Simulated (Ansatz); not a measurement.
H₈LiO₄ (SMILES [OH2]->[Li+](<-[OH2])(<-[OH2])<-[OH2]), charge +1, singlet, geometry from GFN2-xTB (such geometries of metal compounds can be far from the true shape); B3LYP/STO-3G (Ansatz, a program for electronic structure).

Ansatz was given this input:
Ansatz 0.2 input:
```yaml
crystal:
  periodic: [false, false, false]
  atoms:
    - {symbol: Li, position_ang: [-0.00000000, -0.00000000, 0.00000000]}
    - {symbol: O, position_ang: [1.56474128, -0.33763891, -0.97885944]}
    - {symbol: H, position_ang: [1.81743891, 0.06481306, -1.81266588]}
    - {symbol: H, position_ang: [2.29587622, -0.91209539, -0.74108161]}
    - {symbol: O, position_ang: [0.45257509, 0.32010193, 1.79256566]}
    - {symbol: H, position_ang: [1.15256609, 0.88211730, 2.13204786]}
    - {symbol: H, position_ang: [0.05001919, -0.08104729, 2.56592516]}
    - {symbol: O, position_ang: [-0.87446830, 1.50184443, -0.70735395]}
    - {symbol: H, position_ang: [-1.37706481, 1.56104858, -1.52282219]}
    - {symbol: H, position_ang: [-0.94335988, 2.36896344, -0.30187222]}
    - {symbol: O, position_ang: [-1.14284807, -1.48430744, -0.10635227]}
    - {symbol: H, position_ang: [-2.07137750, -1.53107049, 0.13185595]}
    - {symbol: H, position_ang: [-0.92409821, -2.35272921, -0.45138705]}
basis:
  gaussian:
    orbitals: STO-3G
hamiltonian:
  xc: b3lyp
total_charge: 1
```

**Question.** Write the output that Ansatz gives for this input, abridged.

**Answer.** 
```
Functional definition: B3LYP
442 factors; integrals over basis functions are off by at most 5.3e-4 eV
mean field evaluation 1: about -8400.1716 eV, gradient 4.0e1 eV
mean field evaluation 2: about -8401.7208 eV, gradient 3.5e1 eV
mean field evaluation 4: about -8404.9357 eV, gradient 6.0e-1 eV
mean field evaluation 8: about -8405.0999 eV, gradient 5.4e-3 eV
mean field -8405.09985854 eV, -308.8817226202 hartree, gradient 3.2e-5 eV, S^2 0.000000; 0 other end points of the search recorded, 0 dependent functions left out
reference -8405.10016362 eV, -308.8817338316 hartree; 21, 21 occupied and 12, 12 virtual orbitals, 442 factors
Total energy: -8405.10016362 eV, -308.8817338316 hartree
```
